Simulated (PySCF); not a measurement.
Breaking a bond: SiH (cation, charge +1), singlet.

- RCCSD(T) = CCSD(T) on RHF/6-31G, 5 core orbitals frozen (PySCF)
- RKS-PBE0 = restricted PBE0/6-31G in PySCF 2.14.0
- RKS-M06-2X = PySCF with restricted M06-2X/6-31G

Energies are in kJ/mol, each relative to the lowest point of its own curve near equilibrium.

```json
[
 {"R / Å": "1.13", "RCCSD(T)": "254.9", "RKS-PBE0": "252.4", "RKS-M06-2X": "242.5"},
 {"R / Å": "1.22", "RCCSD(T)": "137.6", "RKS-PBE0": "135.3", "RKS-M06-2X": "127.8"},
 {"R / Å": "1.28", "RCCSD(T)": "85.1", "RKS-PBE0": "83.0", "RKS-M06-2X": "77.1"},
 {"R / Å": "1.37", "RCCSD(T)": "34.7", "RKS-PBE0": "32.9", "RKS-M06-2X": "29.3"},
 {"R / Å": "1.44", "RCCSD(T)": "12.9", "RKS-PBE0": "11.6", "RKS-M06-2X": "___"},
 {"R / Å": "1.48", "RCCSD(T)": "5.7", "RKS-PBE0": "4.7", "RKS-M06-2X": "___"},
 {"R / Å": "1.52", "RCCSD(T)": "1.6", "RKS-PBE0": "1.0", "RKS-M06-2X": "0.4"},
 {"R / Å": "1.56", "RCCSD(T)": "0.0", "RKS-PBE0": "0.0", "RKS-M06-2X": "0.0"},
 {"R / Å": "1.61", "RCCSD(T)": "1.0", "RKS-PBE0": "1.9", "RKS-M06-2X": "2.6"},
 {"R / Å": "1.68", "RCCSD(T)": "6.8", "RKS-PBE0": "9.2", "RKS-M06-2X": "___"},
 {"R / Å": "1.75", "RCCSD(T)": "___", "RKS-PBE0": "20.6", "RKS-M06-2X": "23.3"},
 {"R / Å": "1.87", "RCCSD(T)": "38.0", "RKS-PBE0": "46.6", "RKS-M06-2X": "50.6"},
 {"R / Å": "2.07", "RCCSD(T)": "79.9", "RKS-PBE0": "98.9", "RKS-M06-2X": "104.7"},
 {"R / Å": "2.26", "RCCSD(T)": "118.8", "RKS-PBE0": "151.0", "RKS-M06-2X": "158.3"},
 {"R / Å": "2.48", "RCCSD(T)": "157.3", "RKS-PBE0": "208.8", "RKS-M06-2X": "217.8"},
 {"R / Å": "2.75", "RCCSD(T)": "192.4", "RKS-PBE0": "272.0", "RKS-M06-2X": "283.5"},
 {"R / Å": "3.03", "RCCSD(T)": "___", "RKS-PBE0": "326.5", "RKS-M06-2X": "341.5"},
 {"R / Å": "3.37", "RCCSD(T)": "230.1", "RKS-PBE0": "378.0", "RKS-M06-2X": "397.8"},
 {"R / Å": "3.73", "RCCSD(T)": "236.5", "RKS-PBE0": "417.2", "RKS-M06-2X": "442.7"},
 {"R / Å": "4.12", "RCCSD(T)": "238.5", "RKS-PBE0": "445.8", "RKS-M06-2X": "476.7"},
 {"R / Å": "4.51", "RCCSD(T)": "238.5", "RKS-PBE0": "463.7", "RKS-M06-2X": "499.0"},
 {"R / Å": "5.34", "RCCSD(T)": "236.8", "RKS-PBE0": "481.5", "RKS-M06-2X": "525.1"},
 {"R / Å": "6.14", "RCCSD(T)": "___", "RKS-PBE0": "486.5", "RKS-M06-2X": "535.5"}
]
```

What belongs in the gaps?


- 1.44, RKS-M06-2X: 9.5
- 1.48, RKS-M06-2X: 3.4
- 1.68, RKS-M06-2X: 10.9
- 1.75, RCCSD(T): 16.3
- 3.03, RCCSD(T): 215.4
- 6.14, RCCSD(T): 235.3

The T1 diagnostic of CCSD on the restricted reference of RCCSD(T) exceeds 0.045 at 3.03 to 6.14 Å. At the longest distance RKS-PBE0, RKS-M06-2X leaves fractional charges on the fragments, a sign of delocalisation error or of the restricted form. The restricted form behind RKS-PBE0, RKS-M06-2X keeps the bonding electrons paired and can't separate into open-shell fragments.
